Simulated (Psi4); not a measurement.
C2H6N, charge -1, singlet, at a GFN2-xTB geometry (a gas-phase anion, which may not be bound at this level); CAM-B3LYP/STO-3G (Psi4 1.11).

The Psi4 input:
```
memory 2 GB

molecule {
-1 1
C     0.06838840   -0.34344719    1.28001260
N    -0.02031578    0.57728452    0.03028326
C    -0.01464409   -0.23244926   -1.15661628
H     0.07446949    0.42980237    2.12358233
H    -1.00128293   -0.74920637    1.34561699
H     0.85112316    1.11606852    0.04720825
H     0.82050456   -0.96673735   -1.22449252
H     0.01871469    0.39617056   -2.06419785
H    -0.94378425   -0.81171072   -1.18007793
}

set {
  basis sto-3g
}

energy('cam-b3lyp')
print_variables()
```

Output, abridged:

```
   => Loading Basis Set <=

    Name: STO-3G
    Role: ORBITAL
    Keyword: BASIS

         ---------------------------------------------------------
                                   SCF
               by Justin Turney, Rob Parrish, Andy Simmonett
                          and Daniel G. A. Smith
                              RKS Reference
         ---------------------------------------------------------

  ==> Geometry <==

    Molecular point group: c1
    Full point group: C1

    Geometry (in Angstrom), charge = -1, multiplicity = 1:

       Center              X                  Y                   Z               Mass
    ------------   -----------------  -----------------  -----------------  -----------------
         C            0.064329774174    -0.356677716776     1.258559681309    12.000000000000
         N           -0.024374405826     0.564053993224     0.008830341309    14.003074004430
         C           -0.018702715826    -0.245679786776    -1.178069198691    12.000000000000
         H            0.070410864174     0.416571843224     2.102129411309     1.007825032230
         H           -1.005341555826    -0.762436896776     1.324164071309     1.007825032230
         H            0.847064534174     1.102837993224     0.025755331309     1.007825032230
         H            0.816445934174    -0.979967876776    -1.245945438691     1.007825032230
         H            0.014656064174     0.382940033224    -2.085650768691     1.007825032230
         H           -0.947842875826    -0.824941246776    -1.201530848691     1.007825032230

  Running in c1 symmetry.

  Rotational constants: A =      1.21514  B =      0.32144  C =      0.28087 [cm^-1]
  Rotational constants: A =  36429.04140  B =   9636.59133  C =   8420.21418 [MHz]
  Nuclear repulsion =   75.810155129413218

  Charge       = -1
  Multiplicity = 1
  Electrons    = 26
  Nalpha       = 13
  Nbeta        = 13

  ==> Algorithm <==

  SCF Algorithm Type is DF.
  DIIS enabled.
  MOM disabled.
  Fractional occupation disabled.
  Guess Type is SAD.
  Energy threshold   = 1.00e-06
  Density threshold  = 1.00e-06
  Integral threshold = 1.00e-12

  ==> Primary Basis <==

  Basis Set: STO-3G
    Blend: STO-3G
    Number of shells: 15
    Number of basis functions: 21
    Number of Cartesian functions: 21
    Spherical Harmonics?: true
    Max angular momentum: 1

  ==> DFT Potential <==

   => LibXC <=

    Version 7.1.2
[...]
   @DF-RKS iter   3:  -132.53665345503194   -1.04109e-02   7.43681e-04 ADIIS/DIIS
   @DF-RKS iter   4:  -132.53679734994535   -1.43895e-04   2.81029e-04 ADIIS/DIIS
   @DF-RKS iter   5:  -132.53681991440456   -2.25645e-05   2.56637e-05 DIIS
   @DF-RKS iter   6:  -132.53682018537219   -2.70968e-07   9.31587e-06 DIIS
   @DF-RKS iter   7:  -132.53682021914517   -3.37730e-08   1.44375e-06 DIIS
   @DF-RKS iter   8:  -132.53682022038689   -1.24172e-09   1.19782e-07 DIIS
  Energy and wave function converged.

  ==> Post-Iterations <==

   Electrons on quadrature grid:
      Ntotal   =   25.9999731575 ; deviation = -2.684e-05

    Orbital Energies [Eh]
    ---------------------

    Doubly Occupied:

[...]
      13A      0.249941

    Virtual:

[...]
    Final Occupation by Irrep:
              A
    DOCC [    13 ]
    NA   [    13 ]
    NB   [    13 ]

  @DF-RKS Final Energy:  -132.53682022038689

   => Energetics <=

    Nuclear Repulsion Energy =             75.8101551294132179
    One-Electron Energy =                -336.5597877055244567
    Two-Electron Energy =                 142.8637923431862760
    DFT Exchange-Correlation Energy =     -14.6509799874618896
    Empirical Dispersion Energy =           0.0000000000000000
    VV10 Nonlocal Energy =                  0.0000000000000000
    Total Energy =                       -132.5368202203868577

Computation Completed

Properties will be evaluated at   0.000000,   0.000000,   0.000000 [a0]

Properties computed using the SCF density matrix

 Multipole Moments:

 ------------------------------------------------------------------------------------
     Multipole            Electronic (a.u.)      Nuclear  (a.u.)        Total (a.u.)
 ------------------------------------------------------------------------------------

 L = 1.  Multiply by 2.5417464519 to convert [e a0] to [Debye]
 Dipole X            :          0.2683587           -0.1917421            0.0766166
 Dipole Y            :          1.0797158           -0.6250519            0.4546639
 Dipole Z            :         -0.7359695           -1.0135035           -1.7494730
 Magnitude           :                                                    1.8092112

 ------------------------------------------------------------------------------------

  Variable Map:
  ----------------------------------------------------------------------------
[...]
  Array Variable Map:
  ----------------------------------------------------------------------------
[...]
[...]
```
